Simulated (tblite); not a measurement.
sulfuric acid (H2O4S), singlet, at a GFN2-xTB geometry; GFN1-xTB (tblite 0.6.0).

The tblite input:
```
$ tblite run mol.xyz --method gfn1 --charge 0 --spin 0 --json tblite.json --no-restart

# file mol.xyz
7

O     -0.55270887     1.35278782     0.31094223
S     -0.08041867    -0.12569137    -0.01074187
O     -0.62676941    -0.48852650    -1.26558736
O     -0.27441856    -0.91999660     1.14521182
O      1.47921766     0.09531076    -0.18718448
H     -0.79115034     1.75123860    -0.52439176
H      1.87528245    -0.05678066     0.66920393
```

What the program printed (banner, timings and long lists left out):

```
xTB calculator
 | screened Coulomb repulsion
 | Coulomb electrostatics
 |  * isotropic Klopman-Ohno-Mataga-Nishimoto electrostatics
 |  * onsite third-order electrostatics
 | DFT-D3(BJ) dispersion correction

halogen bonding energy    0.0000000000000E+00 Eh
repulsion energy          1.2114612980752E-01 Eh
dispersion energy        -1.9689312635848E-03 Eh
number of electrons       3.2000000000000E+01 e
integral cutoff           1.9731147476801E+01 bohr

------------------------------------------------------------
  cycle        total energy    energy error   density error
------------------------------------------------------------
      1     -21.92717774688  -2.2046355E+01   8.9828195E-01
      2     -22.08611596692  -1.5893822E-01   8.9256008E-01
      3     -22.66322850627  -5.7711254E-01   4.9316504E-01
      4     -23.45242483274  -7.8919633E-01   5.6278013E-02
      5     -23.45136602403   1.0588087E-03   4.4230999E-02
      6     -23.45640598236  -5.0399583E-03   6.4653569E-03
      7     -23.45646124452  -5.5262163E-05   3.7159950E-03
      8     -23.45651167286  -5.0428339E-05   3.4609510E-04
      9     -23.45651196566  -2.9280076E-07   1.4410887E-04
     10     -23.45651191377   5.1889341E-08   1.4265257E-04
     11     -23.45651199237  -7.8596432E-08   8.9686098E-06
------------------------------------------------------------

electronic energy        -2.3575689190910E+01 Eh
total energy             -2.3456511992367E+01 Eh

Post processing:
 | Mayer-Wiberg bond orders

[Info] JSON dump of results written to 'tblite.json'
```
